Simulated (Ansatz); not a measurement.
`OC(c1ccsc1)(C(F)(F)F)C(F)(F)F` → 7 C• + 6 F• + 4 H• + O• + S•  (atomization)

Computed with Ansatz on PBE0-D4/def2-TZVP structures; ΔE is electronic, products minus reactants. CBS: MP2 limit from def2 TZ/QZ plus the TZ coupled-cluster correction, frozen cores. This one scheme is used for every species, atoms too. DFT in def2-TZVPP. HSE06 is defined as in plane-wave codes. Open shells (•) are unrestricted, without spin–orbit coupling. Spin–orbit coupling would lower the free atoms: a little for C, F, O, S. Each species was taken in one conformer, which may not be the lowest.

| level | ΔE (kJ/mol) |
| --- | --- |
| B97M-V | 8532.6 |
| HSE06-D4 | 8635.8 |
| r2SCAN0 | 8325.0 |
| SCS-MP2/def2-TZVPP | 8397.9 |

(1) What does CCSD(T)/CBS give? (Best estimate.)

Largest T1 diagnostic among the species: 0.012.

## Answers

(1) The calculation gave: +8484.7 kJ/mol. The listed levels differ from it by 47.9, 151.1, -159.7, -86.8 kJ/mol.

Leaving LDA and LC-ωPBE aside and taking each functional with its dispersion term where it has one, the values, not all of them listed here, spread over 910.6 kJ/mol, from BHLYP-D4 to PBE-D4. LDA lies +1439.4 kJ/mol from PBE without D4, its usual overbinding. In def2-TZVPP, CCSD(T) changes the Hartree–Fock value by +2462.2 kJ/mol (the triples alone add +214.0 kJ/mol) and MP2 by +2863.0 kJ/mol; breaking electron pairs costs correlation energy, which Hartree–Fock lacks. From BLYP to BHLYP (50 % exact exchange), in def2-TZVPP and without D4, ΔE moves by −432.9 kJ/mol: exact exchange takes away binding that semilocal exchange gives to molecules.

For atomizations the MP2-based limit and the directly extrapolated one differ by several kJ/mol either way, and by 10 to 25 for some Ge, Se and Sn compounds, so smaller differences from it don't rank the levels.
